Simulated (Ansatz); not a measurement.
System: Cu, charge 2, doublet.

Total energies in cc-pwCVTZ-DK, 17 correlated electrons, 5 frozen orbitals. Radicals and triplets start from unrestricted determinants; spin-orbit coupling is neglected. The -DK rows use spin-free X2C, correlate 3s3p of the metal (1s2s2p frozen) and give its partners the cc-pVXZ-DK valence sets. Open-shell metal atoms are single determinants, not pure terms.

| method | program | energy (Eh) | minus CCSDT(Q) (mEh) |
|---|---|---|---|
| HF | Ansatz | -1652.28542 | 768.24 |
| MP2 | Ansatz | -1653.10299 | -49.34 |
| CCSD | Ansatz | -1653.04002 | 13.64 |
| CCSD(T) | Ansatz | -1653.05462 | -0.97 |
| CCSDT(Q) | Ansatz | -1653.05365 | 0.00 |

Ansatz is a program for electronic structure.
